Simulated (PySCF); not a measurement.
Species: C4H12GeO.
Bonds: C1–C2, C2–C3, C2–C4, C2–O5, O5–Ge6. Hydrogens: H7, H8, H9 on C1; H10, H11, H12 on C3; H13, H14, H15 on C4; H16, H17, H18 on Ge6.

Computed by this run: PBE0-D3(BJ)/def2-SVP geometry optimisation, gas phase in PySCF; density fitting, grid level 1; the optimiser is geomeTRIC in internal coordinates, started from a GFN2-xTB structure with every atom displaced at random (about 0.01 Å).

The end geometry, which sets the zero of energy:
```
atom  x, y, z in Å
C1     -0.5652   -0.7980   -1.1771
C2     -0.4280    0.1898   -0.0202
C3     -0.6548   -0.5149    1.3156
C4     -1.4195    1.3361   -0.1869
O5      0.8523    0.8079   -0.0400
Ge6     2.4319   -0.0126    0.0401
H7     -1.5800   -1.2217   -1.2163
H8     -0.3601   -0.2954   -2.1342
H9      0.1402   -1.6383   -1.0729
H10    -0.5159    0.1935    2.1459
H11     0.0520   -1.3484    1.4541
H12    -1.6729   -0.9282    1.3772
H13    -2.4573    0.9704   -0.1791
H14    -1.2927    2.0630    0.6283
H15    -1.2345    1.8557   -1.1384
H16     2.6413   -0.9290   -1.1831
H17     3.4296    1.1519    0.0281
H18     2.5639   -0.8396    1.3359
```

**Question.** These geometries come from the run, each turned onto the end geometry. Order them by energy, lowest first.
A.
```
atom  x, y, z in Å
C1     -0.5602   -0.7905   -1.1903
C2     -0.4242    0.1891   -0.0255
C3     -0.6373   -0.5270    1.3073
C4     -1.4298    1.3261   -0.1774
O5      0.8482    0.8233   -0.0491
Ge6     2.4242   -0.0032    0.0520
H7     -1.5924   -1.1631   -1.2744
H8     -0.2917   -0.2936   -2.1348
H9      0.0964   -1.6647   -1.0630
H10    -0.4307    0.1616    2.1405
H11     0.0273   -1.3999    1.4086
H12    -1.6724   -0.8860    1.4024
H13    -2.4638    0.9503   -0.1940
H14    -1.3238    2.0352    0.6560
H15    -1.2362    1.8708   -1.1128
H16     2.6037   -0.9898   -1.1170
H17     3.4261    1.1526   -0.0450
H18     2.5669   -0.7490    1.3933
```
B.
```
atom  x, y, z in Å
C1     -0.5813   -0.8295   -1.1887
C2     -0.4256    0.1641   -0.0320
C3     -0.6807   -0.5525    1.2892
C4     -1.3556    1.3510   -0.1763
O5      0.8774    0.7255   -0.0684
Ge6     2.4390    0.0025    0.0521
H7     -1.6216   -1.1571   -1.2382
H8     -0.3378   -0.3039   -2.1333
H9      0.0557   -1.6566   -1.0450
H10    -0.4558    0.1255    2.1339
H11    -0.0051   -1.4123    1.3868
H12    -1.6850   -0.8881    1.3731
H13    -2.4469    1.0075   -0.1695
H14    -1.2530    2.0488    0.6496
H15    -1.2017    1.8536   -1.1093
H16     2.6890   -0.9533   -1.0672
H17     3.2945    1.2254   -0.0538
H18     2.6249   -0.7084    1.3739
```
C.
```
atom  x, y, z in Å
C1     -0.5562   -0.7626   -1.1936
C2     -0.4190    0.2091   -0.0237
C3     -0.6252   -0.5133    1.3049
C4     -1.4555    1.3178   -0.1754
O5      0.8423    0.8513   -0.0435
Ge6     2.4442   -0.0162    0.0574
H7     -1.5926   -1.1182   -1.2805
H8     -0.2710   -0.2739   -2.1343
H9      0.0858   -1.6629   -1.0546
H10    -0.4088    0.1663    2.1398
H11     0.0264   -1.3952    1.3966
H12    -1.6754   -0.8534    1.4084
H13    -2.4548    0.8652   -0.2096
H14    -1.3909    2.0303    0.6652
H15    -1.2827    1.8674   -1.1171
H16     2.6012   -1.0276   -1.1221
H17     3.4830    1.1216   -0.0542
H18     2.5796   -0.7632    1.4133
```
D.
```
atom  x, y, z in Å
C1     -0.5548   -0.7831   -1.1922
C2     -0.4197    0.1961   -0.0246
C3     -0.6317   -0.5237    1.3074
C4     -1.4387    1.3245   -0.1754
O5      0.8474    0.8367   -0.0473
Ge6     2.4281   -0.0088    0.0531
H7     -1.5884   -1.1497   -1.2836
H8     -0.2739   -0.2897   -2.1345
H9      0.0928   -1.6672   -1.0588
H10    -0.4177    0.1616    2.1414
H11     0.0254   -1.4024    1.4033
H12    -1.6714   -0.8735    1.4096
H13    -2.4644    0.9267   -0.2008
H14    -1.3487    2.0335    0.6600
H15    -1.2511    1.8728   -1.1105
H16     2.5934   -1.0016   -1.1150
H17     3.4380    1.1385   -0.0530
H18     2.5657   -0.7486    1.3977
```

**Answer.** A (0.006 eV), D (0.012 eV), C (0.052 eV), B (0.255 eV).

In the order of the answer:

```csv
step,E above end (eV),largest force (eV/Å),rms force component (eV/Å),rms distance from end (Å),rms bond change (Å),bond most changed (Å)
3,0.006,0.09,0.022,0.059,0.001,Ge6–H16 -0.002
2,0.012,0.36,0.074,0.069,0.004,O5–Ge6 +0.014
1,0.052,1.04,0.218,0.083,0.013,O5–Ge6 +0.043
0,0.255,2.36,0.715,0.085,0.030,O5–Ge6 -0.057
```

The cost below is that of the whole optimisation. The run took 1.9 min of wall time on one thread of an Arm Neoverse V1, no GPU, shared host, and the process peaked at 0.68 GiB of memory.
